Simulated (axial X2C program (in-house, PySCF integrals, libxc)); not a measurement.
# CaBr⁻: cheaper levels and CCSD(T), 2c

Computed with an axial X2C code built on PySCF integrals. Two-component (2c) means X2C with spin–orbit coupling and atomic mean-field two-electron Coulomb and Gaunt terms. Basis: Br dyall-acv3z [9s10p7d5f1g], Ca dyall-acv3z [12s13p7d5f] (cores contracted in-house); Gaussian nuclei, density fitting, unrestricted open shells. Masses: Br 78.918 u, Ca 39.963 u.

State: Ω = 0 (closed shell); fragments Br- + Ca.

```csv
level,Re (Å),ωe (cm⁻¹),De (eV)
PBE0,2.714,217.8,1.64
HF,2.804,204.9,1.42
MP2,2.793,207.4,1.54
CCSD,2.798,206.7,1.58
B3LYP,2.745,207.4,1.44
```

Correlated methods: 10 electrons correlated (number of frozen shells: Br 3 s, 2 p, 1 d; Ca 3 s, 2 p), 328 virtual spin orbitals or spinors in MP2, 90 natural virtuals in coupled cluster.

CCSD(T), same Hamiltonian and basis:

Re = 2.797 Å, ωe = 207.1 cm⁻¹, De = 1.59 eV; T1 = 0.017 (Lee–Taylor normalisation).

(1) Give the differences from CCSD(T) in the columns below.

Occupations by symmetry block were frozen at the best pattern of an incomplete PBE0 search. Dissociation energies refer to the lowest single-determinant-based atoms at the same level and basis. Coupled cluster ran in a truncated set of natural virtual spinors; the MP2 energy of the rest was added. (T) has no such correction and the atoms are truncated less, which lowers De at CCSD(T) by a hundredth of an eV or more. The outer-core s and p shells of the metal are frozen in the correlated rows, which leaves out core–valence correlation; for alkali and alkaline-earth bonds that tends to lengthen them. The highest occupied level of some functionals is positive through self-interaction error; at Hartree–Fock it is bound. With the outer-core shells frozen, correlated bond lengths of heavy atoms tend to come out a few hundredths of an ångström too long. Hartree–Fock gets electron affinities wrong, so its lowest charge split need not be the true one.

## Answers

(1) 

```tsv
level	ΔRe (Å)	Δωe (cm⁻¹)	ΔDe (eV)
PBE0	-0.083	10.7	0.05
HF	0.007	-2.2	-0.17
MP2	-0.004	0.3	-0.05
CCSD	0.001	-0.4	-0.01
B3LYP	-0.052	0.3	-0.15
```
